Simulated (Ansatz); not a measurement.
```xyz
5

P     0.4261   -0.0533    0.7435
Se   -0.7208    0.3245   -1.1701
H     1.4638   -0.8286    0.1636
H    -0.3041   -1.2005    1.1499
H    -0.8649    1.7579   -0.8869
```

Charge 0, multiplicity 1.

Problem. List the CAM-B3LYP/def2-TZVPP orbital energies in eV (Ansatz). (Estimate.)

Solution. The calculation gave: Occupied: -12352.98, -2099.52, -1582.16, -1420.38, -1420.35, -1420.29, -214.76, -180.74, -158.88, -158.80, -158.58, -130.75, -130.70, -130.60, -59.71, -59.69, -59.51, -59.44, -59.41, -22.14, -18.79, -12.68, -12.37, -11.44, -8.95, -8.33. Lowest empty: 0.28, 1.11, 1.64, 2.05, 5.29, 5.84, 5.90, 6.02.
